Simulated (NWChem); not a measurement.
C3H9ClSi; SMILES C[Si](C)(C)Cl

Results from NWChem. The geometry was optimised at PBE0/def2-SVP. B3LYP is NWChem's, with the RPA form of VWN correlation.

Q: Estimate the computed values for B3LYP/def2-TZVPD. Quantities: highest occupied level (eV); orbital gap (eV); dipole (D).

A: 
```json
{
  "highest occupied level (eV)": "-8.13",
  "orbital gap (eV)": "7.92",
  "dipole (D)": "2.27"
}
```
